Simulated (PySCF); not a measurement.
C7H5FO2.
Geometry (PBE0-D3(BJ)/def2-SVP, Å), atoms numbered from 1 in this order:
```
atom  x, y, z in Å
O1     3.3428    0.7588    1.8149
C2     3.6183    0.4014    0.7143
O3     2.7330    0.0767   -0.2530
C4     1.3912    0.2241    0.0225
C5     0.5657   -0.8926    0.0523
C6    -0.8011   -0.7406    0.2796
C7    -1.3366    0.5297    0.4842
C8    -0.5105    1.6526    0.4557
C9     0.8473    1.4940    0.2216
F10    1.6473    2.5524    0.1731
H11    4.6403    0.2668    0.3066
H12    1.0144   -1.8746   -0.1082
H13   -1.4471   -1.6203    0.3005
H14   -2.4061    0.6527    0.6672
H15   -0.9005    2.6602    0.6104
```

Computed, not measured: PySCF 2.14.0, density-fitted response routines, TDDFT CAM-B3LYP/def2-SVPD, vertical, gas phase, core orbitals frozen in the response.

Transition dipole moments from the ground state, in atomic units and in the frame of the coordinates above (overall signs are arbitrary), for the states with f of 0.002 or more among the lowest 6:

```tsv
state	E (eV)	μx	μy	μz
S1	5.396	0.345	-0.040	-0.024
S2	5.842	-0.113	-0.129	0.018
S3	6.112	0.358	-0.055	0.078
S4	6.662	-0.864	0.174	-0.053
S5	7.017	-0.678	-1.512	-0.084
S6	7.136	1.633	-0.578	-0.216
```

(1) Work out the oscillator strengths.

(2) Which bond between heavy atoms lies closest to the direction of the S6 transition dipole?

(3) What angle do the transition dipoles of S1 and S3 make?

(4) How is the summed strength of these states shared among x, y and z?

(5) What peak molar absorption coefficient would the strongest computed level give as a lone Gaussian band 0.4 eV wide at half height?

Results:

(1) f = (2/3) ΔE |μ|² with ΔE in hartree (27.2114 eV).

```tsv
state	|μ|² (au)	|μ| (D)	f
S1	0.121	0.89	0.016
S2	0.030	0.44	0.004
S3	0.137	0.94	0.021
S4	0.779	2.24	0.127
S5	2.754	4.22	0.473
S6	3.048	4.44	0.533
```

(2) C8–C9, C5–C6 and O3–C4, at 13° from it; next C4–C9 and C6–C7 at 47°.

(3) |cos θ| = |μa·μb| / (|μa| |μb|) = 0.96, so θ ≈ 16° (taken between 0 and 90°, since the signs are arbitrary).

(4) (2/3) Σ ΔE μα² gives 0.704 for x, 0.459 for y and 0.011 for z, 1.174 in all.

(5) ε(max) = 2.175×10⁸ f / FWHM, with the width in cm⁻¹. S6: 2.175×10⁸ × 0.5329 / 3226 ≈ 36000 L mol⁻¹ cm⁻¹.

One conformer stands for the species.
